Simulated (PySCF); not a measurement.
## Xe⁺: ionisation energy

Xe⁺ [Kr] 4d10 5s2 5p5 (2P) → Xe²⁺ [Kr] 4d10 5s2 5p4 (3P), as a difference of total energies. Calculation: PySCF 2.14, in aug-cc-pwCVTZ-DK3 with one added diffuse shell each of s, p, d, f type (11s10p8d5f1g, 125 functions); scalar relativity by spin-free X2C-1e. Correlated levels: valence: [Kr] 4d10 frozen; valence and next inner shell: [Ar] 3d10 frozen. The calculations carry no spin-orbit coupling.

```csv
method,ionisation energy (eV)
UHF,20.066
LDA,21.388
PBE,21.065
PBE0,21.111
r2SCAN,21.106
wB97M-V,21.025
BHandHLYP,21.075
wB97X,21.140
MP2 (valence),20.823
SCS-MP2 (valence),20.829
MP2 (valence and next inner shell),21.022
SCS-MP2 (valence and next inner shell),20.970
```

Problem. How much does correlation contribute at MP2 (valence and next inner shell)?

Solution. 21.022 − (20.066) = 0.956 eV, measured against UHF.

A first-order spin-orbit estimate (lowest level to lowest level, LS coupling) adds -0.042 eV.

Errors of the correlated levels include the incompleteness of this basis and the frozen core.

For comparison: 20.975 eV (semi-empirical (NIST evaluation); NIST Atomic Spectra Database, ionization energies).
